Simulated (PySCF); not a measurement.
**Si: excitation energy**

Si [Ne] 3s2 3p2 (3P) → Si [Ne] 3s1 3p2 3d1 (high-spin determinant), as a difference of total energies. Calculation: PySCF 2.14, in x2c-QZVPPall with one added diffuse shell each of s, p, d, f type (10s7p5d3f1g, 86 functions); scalar relativity by spin-free X2C-1e. Correlated levels: valence: [Ne] frozen; valence and next inner shell: 1s2 frozen. The calculations carry no spin-orbit coupling.

```
                                method  excitation energy (eV)
                                   UHF                  10.111
                                   LDA                  11.278
                                   PBE                  11.147
                                  PBE0                  11.184
                                r2SCAN                  10.953
                                 B97-3                  11.462
                                  BP86                  11.149
                                M06-2X                  11.689
                                 M06-L                  11.340
                         MP2 (valence)                  11.232
                     SCS-MP2 (valence)                  11.664
    MP2 (valence and next inner shell)                  11.413
SCS-MP2 (valence and next inner shell)                  11.802
```

Question: How much does correlation contribute at MP2 (valence and next inner shell)?

Answer: 11.413 − (10.111) = 1.302 eV, measured against UHF.

The upper state lies above the first ionisation limit, but in LS coupling its spin forbids autoionisation to the ground ion.

The promoted electron is Rydberg-like, and one or two diffuse shells describe it only roughly, which tends to raise the upper state.

The determinant of the upper state mixes LS terms, which raises its energy above the lowest term, most at the Hartree-Fock and MP2 levels.
